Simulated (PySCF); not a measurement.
## Where the electron goes

Species: C₇H₇BO.
SMILES with atom numbers: `[BH2:1]/[C:2]([C:3]#[CH:4])=[C:5](\[C:6]#[CH:7])[O:8][CH3:9]` (hydrogens: H10, H11 on B1; H12 on C4; H13 on C7; H14, H15, H16 on C9)

Geometry (GFN2-xTB, Å), atoms numbered from 1 in this order:
```
atom  x, y, z in Å
B1     1.258    1.788    1.199
C2     1.072    0.507    0.382
C3     2.206   -0.241   -0.020
C4     3.187   -0.853   -0.346
C5    -0.157    0.022    0.003
C6    -1.355    0.688    0.350
C7    -2.420    1.188    0.599
O8    -0.228   -1.121   -0.719
C9    -1.498   -1.596   -1.095
H10    2.338    2.136    1.485
H11    0.325    2.410    1.534
H12    4.045   -1.386   -0.628
H13   -3.319    1.670    0.848
H14   -1.318   -2.509   -1.659
H15   -2.116   -1.820   -0.221
H16   -2.026   -0.873   -1.725
```

Method: PySCF, TDDFT CAM-B3LYP/def2-SVPD, vertical, gas phase, core orbitals frozen in the response.

Frontier orbitals with the atoms that hold most of them (Löwdin shares over 4%, at most four atoms; ? is withheld):

```tsv
orbital	ε (eV)	atoms
HOMO-3	-10.35	C3 30%, C4 22%, C2 16%, O8 8%
HOMO-2	-10.25	C6 35%, C7 35%, B1 8%
HOMO-1	-8.94	?
HOMO	-7.70	C4 21%, C2 19%, C3 17%, C5 11%
LUMO	-1.34	?
LUMO+1	0.92	B1 32%, C2 15%, C4 9%, H11 8%
LUMO+2	1.09	C7 28%, C6 23%, H13 10%, C9 8%
```

Task: Give the leading atoms of the HOMO-1.

Result: C4 (bonded to C and H) 40%; C3 (bonded to 2 C) 37%; C2 (bonded to B and 2 C) 6%; B1 (bonded to C and 2 H) 5%. By element: carbon 83% or more, boron 5%.

Task: Which atoms hold the LUMO, and with what shares?

Result: C5 (bonded to 2 C and O) 20%; B1 (bonded to C and 2 H) 20%; C2 (bonded to B and 2 C) 12%; C7 (bonded to C and H) 12%. By element: carbon 45% or more, boron 20%.

Task: How does S1 compare with the orbital gap of 6.37 eV?

Result: S1 is at 3.98 eV (f = 0.343), 2.39 eV below the gap, made of HOMO→LUMO (97%). 

Task: Give energy, strength and leading configuration of S1, S2, S3 and S5, and follow the Löwdin shares of the leading atoms from the occupied to the empty orbital.

Result: 
- S1 (3.98 eV, f 0.343), HOMO→LUMO (97%): C4 21% → at most 13%, C2 19% → 12%, C5 11% → 20%, B1 at most 12% → 20%
- S2 (4.43 eV, f 0.0000), HOMO-1→LUMO (93%): C4 40% → at most 13%, C3 37% → at most 13%, C5 at most 6% → 20%, B1 5% → 20%
- S3 (5.14 eV, f 0.0000), HOMO-2→LUMO (90%): C6 35% → at most 13%, C7 35% → 12%, C5 at most 4% → 20%, B1 8% → 20%
- S5 (5.73 eV, f 0.179), HOMO→LUMO+1 (84%): C4 21% → 9%, C2 19% → 15%, B1 at most 12% → 32%

Löwdin shares depend on the basis, the more so with diffuse functions.

One conformer stands for the species.
